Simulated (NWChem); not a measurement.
System: CH₃O₃Re; SMILES [CH3][Re](=[O])(=[O])=[O]

Output (shortened):

```
             Northwest Computational Chemistry Package (NWChem) 7.3.0
             --------------------------------------------------------

 C3  symmetry detected

                             Geometry "geometry" -> ""
                             -------------------------

 Output coordinates in angstroms (scale by  1.889725989 to convert to a.u.)

  No.       Tag          Charge          X              Y              Z
 ---- ---------------- ---------- -------------- -------------- --------------
    1 Re                  75.0000    -0.00000000     0.00000000     0.07884583
    2 O                    8.0000     1.46706061    -0.71445208     0.54594383
    3 O                    8.0000    -0.11479666     1.62773779     0.54594383
    4 O                    8.0000    -1.35226395    -0.91328572     0.54594383
    5 C                    6.0000     0.00000000     0.00000000    -1.99247517
    6 H                    1.0000     0.86152381     0.58228622    -2.35374617
    7 H                    1.0000    -0.93503656     0.45495839    -2.35374617
    8 H                    1.0000     0.07351275    -1.03724461    -2.35374617

 Effective nuclear repulsion energy (a.u.)     802.9731240079

      Symmetry information
      --------------------

 Group name             C3
 Group number              5
 Group order               3
 No. of unique centers     4

                                 NWChem DFT Module
                                 -----------------

 Summary of "ao basis" -> "ao basis" (spherical)
 ------------------------------------------------------------------------------
       Tag                 Description            Shells   Functions and Types
 ---------------- ------------------------------  ------  ---------------------
 Re                        def2-svpd                13       35   6s4p2d1f
 O                         def2-svpd                 9       23   4s3p2d
 C                         def2-svpd                 8       20   4s2p2d
 H                         def2-svpd                 4        8   2s2p

      Symmetry analysis of basis
      --------------------------

        a          54
        e+         47
        e-         47

  Rotation of axis
  itol2e modified to match energy
  convergence criterion.
  tol_rho modified to match energy
  convergence criterion.

            General Information
            -------------------
          SCF calculation type: DFT
          Wavefunction type:  closed shell.
          No. of atoms     :     8
          No. of electrons :    48
           Alpha electrons :    24
            Beta electrons :    24
          Charge           :     0
          Spin multiplicity:     1
          Use of symmetry is: on ; symmetry adaption is: on
          Maximum number of iterations: 150
          AO basis - number of functions:   148
                     number of shells:    60
          Convergence on energy requested:  1.00D-09
          Convergence on density requested:  1.00D-08
          Convergence on gradient requested:  1.00D-07

              XC Information
              --------------
                         PBE0 Method XC Functional
                     Hartree-Fock (Exact) Exchange  0.250
          PerdewBurkeErnzerhof Exchange Functional  0.750
            Perdew 1991 LDA Correlation Functional  1.000 local
           PerdewBurkeErnz. Correlation Functional  1.000 non-local

             Grid Information
             ----------------
          Grid used for XC integration:  medium
          Radial quadrature: Mura-Knowles
          Angular quadrature: Lebedev.
          Tag              B.-S. Rad. Rad. Pts. Rad. Cut. Ang. Pts.
          ---              ---------- --------- --------- ---------
          Re                  1.35      123          10.0       590
          O                   0.60       49          11.0       434
          C                   0.70       49          11.0       434
          H                   0.35       45          12.0       434
          Grid pruning is: on
          Number of quadrature shells:   266
          Spatial weights used:  Erf1

      Superposition of Atomic Density Guess
      -------------------------------------

 Sum of atomic energies:        -349.01499109

      Non-variational initial energy
      ------------------------------

 Total energy =    -341.214963
 1-e energy   =    -941.901520
 2-e energy   =     374.643016
 HOMO         =      -0.388732
 LUMO         =      -0.055771

      Symmetry analysis of molecular orbitals - initial
      -------------------------------------------------

  Numbering of irreducible representations:

     1 a           2 e+          3 e-

  Orbital symmetries:

     1 a           2 e+          3 e+          4 a           5 a
     6 e+          7 e+          8 a           9 a          10 e+
    11 e+         12 a          13 e+         14 e+         15 e+
    16 e+         17 a          18 a          19 e+         20 e+
    21 a          22 e+         23 e+         24 a          25 e+
    26 e+         27 a          28 a          29 e+         30 e+
    31 a          32 e+         33 e+         34 a

   convergence    iter        energy       DeltaE   RMS-Dens  Diis-err
 ---------------- ----- ----------------- --------- --------- ---------
 d= 0,ls=0.0,diis     1   -342.8929777792 -5.69D+02  3.92D-02  5.38D+00
 d= 0,ls=0.0,diis     2   -338.1631705579  4.73D+00  3.06D-02  4.95D+01
 d= 0,ls=0.0,diis     3   -343.4765907847 -5.31D+00  2.26D-03  6.19D-02
 d= 0,ls=0.0,diis     4   -343.4747652383  1.83D-03  1.25D-03  7.43D-02
 d= 0,ls=0.0,diis     5   -343.4834678007 -8.70D-03  1.14D-04  7.01D-04
 d= 0,ls=0.0,diis     6   -343.4835266381 -5.88D-05  4.48D-05  1.03D-04
 d= 0,ls=0.0,diis     7   -343.4835370922 -1.05D-05  7.40D-06  3.59D-06
 d= 0,ls=0.0,diis     8   -343.4835374346 -3.42D-07  9.98D-07  1.52D-08
 d= 0,ls=0.0,diis     9   -343.4835374361 -1.54D-09  2.90D-07  2.36D-09
 d= 0,ls=0.0,diis    10   -343.4835374364 -2.70D-10  4.33D-08  4.41D-11
 d= 0,ls=0.0,diis    11   -343.4835374364 -6.82D-13  1.18D-08  1.38D-12
 d= 0,ls=0.0,diis    12   -343.4835374364 -8.19D-12  3.14D-09  5.43D-14

         Total DFT energy =     -343.483537436405
      One electron energy =     -944.695681196740
           Coulomb energy =      415.456113136029
    Exchange-Corr. energy =      -40.287509691095
 Nuclear repulsion energy =      226.043540315401

 Numeric. integr. density =       48.000004002823

                  Occupations of the irreducible representations
                  ----------------------------------------------

                     irrep           alpha         beta
                     --------     --------     --------
                     a                10.0         10.0
                     e+               14.0         14.0
                     e-                0.0          0.0

                       DFT Final Molecular Orbital Analysis
                       ------------------------------------

 Vector   22  Occ=2.000000D+00  E=-3.661799D-01  Symmetry=e+
              MO Center=  8.1D-02, -7.1D-02,  5.2D-01, r^2= 3.3D+00
   Bfn.  Coefficient  Atom+Function         Bfn.  Coefficient  Atom+Function
  ----- ------------  ---------------      ----- ------------  ---------------
    42      0.351040  2 O  pz                63     -0.306919  3 O  px
    87      0.280402  4 O  py                45      0.244805  2 O  pz
    66     -0.224540  3 O  px                88     -0.216240  4 O  pz
    90      0.201849  4 O  py                 7      0.197154  1 Re px
    91     -0.150800  4 O  pz                65     -0.134799  3 O  pz

 Vector   23  Occ=2.000000D+00  E=-3.661799D-01  Symmetry=e+
              MO Center= -8.1D-02,  7.1D-02,  5.2D-01, r^2= 3.3D+00
   Bfn.  Coefficient  Atom+Function         Bfn.  Coefficient  Atom+Function
  ----- ------------  ---------------      ----- ------------  ---------------
    65      0.327519  3 O  pz                41     -0.290940  2 O  py
    88     -0.280499  4 O  pz                68      0.228403  3 O  pz
    86      0.228249  4 O  px                44     -0.213144  2 O  py
     8      0.197154  1 Re py                91     -0.195612  4 O  pz
    40     -0.167078  2 O  px                89      0.160905  4 O  px

 Vector   24  Occ=2.000000D+00  E=-3.612933D-01  Symmetry=a
              MO Center=  3.9D-14, -4.3D-14,  5.2D-01, r^2= 3.2D+00
   Bfn.  Coefficient  Atom+Function         Bfn.  Coefficient  Atom+Function
  ----- ------------  ---------------      ----- ------------  ---------------
    63      0.377072  3 O  px                41     -0.339850  2 O  py
    87      0.313257  4 O  py                66      0.263424  3 O  px
    44     -0.237421  2 O  py                90      0.218843  4 O  py
    86     -0.211566  4 O  px                40     -0.165506  2 O  px
    89     -0.147801  4 O  px                43     -0.115623  2 O  px

 Vector   25  Occ=0.000000D+00  E=-1.129754D-01  Symmetry=e+
              MO Center=  3.0D-02, -1.8D-01,  9.1D-02, r^2= 2.4D+00
   Bfn.  Coefficient  Atom+Function         Bfn.  Coefficient  Atom+Function
  ----- ------------  ---------------      ----- ------------  ---------------
    22      0.733416  1 Re d  1              19     -0.250241  1 Re d -2
    42      0.250667  2 O  pz                88     -0.237001  4 O  pz
    45      0.208252  2 O  pz               134      0.200765  7 H  s
    91     -0.196899  4 O  pz               126     -0.189769  6 H  s
    27      0.153528  1 Re d  1              63      0.151288  3 O  px

 Vector   26  Occ=0.000000D+00  E=-1.129754D-01  Symmetry=e+
              MO Center= -3.0D-02,  1.8D-01,  9.1D-02, r^2= 2.4D+00
   Bfn.  Coefficient  Atom+Function         Bfn.  Coefficient  Atom+Function
  ----- ------------  ---------------      ----- ------------  ---------------
    20      0.733416  1 Re d -1              65     -0.281555  3 O  pz
    23      0.250241  1 Re d  2              68     -0.233914  3 O  pz
   142     -0.225475  8 H  s                 64      0.168985  3 O  py
    25      0.153528  1 Re d -1              88      0.152613  4 O  pz
    86      0.148052  4 O  px                67      0.145487  3 O  py

 Vector   27  Occ=0.000000D+00  E=-3.788128D-02  Symmetry=a
              MO Center= -6.5D-14,  8.3D-14, -2.8D-01, r^2= 3.7D+00
   Bfn.  Coefficient  Atom+Function         Bfn.  Coefficient  Atom+Function
  ----- ------------  ---------------      ----- ------------  ---------------
   108      1.251619  5 C  s                 21      0.683769  1 Re d  0
    15      0.443017  1 Re pz               114     -0.439091  5 C  pz
   126     -0.429487  6 H  s                134     -0.429487  7 H  s
   142     -0.429487  8 H  s                  6     -0.299202  1 Re s
   111     -0.282485  5 C  pz                26      0.234021  1 Re d  0

     Multipole analysis of the density
     ---------------------------------

     L   x y z        total         alpha         beta         nuclear
     -   - - -        -----         -----         ----         -------
     0   0 0 0     -0.000000    -24.000000    -24.000000     48.000000

     1   1 0 0     -0.000000     -0.000000     -0.000000      0.000000
     1   0 1 0     -0.000000     -0.000000     -0.000000      0.000000
     1   0 0 1     -1.286789      3.826516      3.826516     -8.939821

     2   2 0 0    -38.011472    -78.953949    -78.953949    119.896427
     2   1 1 0      0.000000      0.000000      0.000000      0.000000
     2   1 0 1      0.000000      0.000000      0.000000      0.000000
     2   0 2 0    -38.011472    -78.953949    -78.953949    119.896427
     2   0 1 1     -0.000000     -0.000000     -0.000000      0.000000
     2   0 0 2    -31.623537   -100.957849   -100.957849    170.292161

  itol2e modified to match energy
  convergence criterion.

            General Information
            -------------------
          SCF calculation type: DFT
          Wavefunction type:  closed shell.
          No. of atoms     :     8
          No. of electrons :    48
           Alpha electrons :    24
            Beta electrons :    24
          Charge           :     0
          Spin multiplicity:     1
          Use of symmetry is: on ; symmetry adaption is: on
          Maximum number of iterations: 150
          AO basis - number of functions:   148
                     number of shells:    60
          Convergence on energy requested:  1.00D-09
          Convergence on density requested:  1.00D-08
          Convergence on gradient requested:  1.00D-07

              XC Information
              --------------
                         PBE0 Method XC Functional
                     Hartree-Fock (Exact) Exchange  0.250
          PerdewBurkeErnzerhof Exchange Functional  0.750
            Perdew 1991 LDA Correlation Functional  1.000 local
           PerdewBurkeErnz. Correlation Functional  1.000 non-local

             Grid Information
             ----------------
          Grid used for XC integration:  medium
          Radial quadrature: Mura-Knowles
          Angular quadrature: Lebedev.
          Tag              B.-S. Rad. Rad. Pts. Rad. Cut. Ang. Pts.
          ---              ---------- --------- --------- ---------
          Re                  1.35      123          10.0       590
          O                   0.60       49          11.0       434
          C                   0.70       49          11.0       434
          H                   0.35       45          12.0       434
          Grid pruning is: on
          Number of quadrature shells:   266
          Spatial weights used:  Erf1

          Convergence Information
          -----------------------
          Convergence aids based upon iterative change in
          total energy or number of iterations.
          Levelshifting, if invoked, occurs when the
          HOMO/LUMO gap drops below (HL_TOL):  1.00D-02
          DIIS, if invoked, will attempt to extrapolate
          using up to (NFOCK): 10 stored Fock matrices.

                    Damping( 0%)  Levelshifting(0.5)       DIIS
                  --------------- ------------------- ---------------
          dE  on:    start            ASAP                start
          dE off:    2 iters        150 iters           150 iters

                            NWChem DFT Gradient Module
                            --------------------------

  charge          =   0.00
  wavefunction    = closed shell

  Rotation of axis
  Using symmetry

                         DFT ENERGY GRADIENTS

    atom               coordinates                        gradient
                 x          y          z           x          y          z
   1 Re     -0.000000   0.000000   0.148997    0.000000   0.000000   0.002952
   2 O       2.772343  -1.350119   1.031684   -0.002315   0.001126  -0.001141
   3 O      -0.216934   3.075978   1.031684    0.000182  -0.002568  -0.001141
   4 O      -2.555408  -1.725860   1.031684    0.002133   0.001442  -0.001141
   5 C       0.000000   0.000000  -3.765232    0.000000   0.000000   0.001428
   6 H       1.628044   1.100361  -4.447935    0.000476   0.000324  -0.000319
   7 H      -1.766963   0.859747  -4.447935   -0.000519   0.000250  -0.000319
   8 H       0.138919  -1.960108  -4.447935    0.000043  -0.000575  -0.000319
```

Level: PBE0/def2-SVPD with def2 effective core potentials on Re. The geometry was optimised at PBE0/def2-SVP. No frequency run checked for a minimum. def2 effective core potentials on Re; no spin-orbit coupling.

Task: Which NWChem input produces such a log?

Result: Several could match; the one computed here: the input that was run:
```
start job
memory heap 200 mb stack 900 mb global 1100 mb
geometry units angstroms noautoz
  Re     0.000000     0.000000     0.016494
  O     -0.380272     1.586853    -0.450604
  O      1.564391    -0.464101    -0.450604
  O     -1.184119    -1.122751    -0.450604
  C      0.000000     0.000000     2.087815
  H      0.754823     0.715208     2.449086
  H      0.241977    -1.011300     2.449086
  H     -0.996800     0.296092     2.449086
end
basis spherical
  Re library def2-svpd
  O library def2-svpd
  C library def2-svpd
  H library def2-svpd
end
ecp
  Re library def2-ecp
end
dft
  xc pbe0
  iterations 150
  convergence energy 1d-9 density 1d-8 gradient 1d-7
  tolerances tight
end
task dft gradient
```
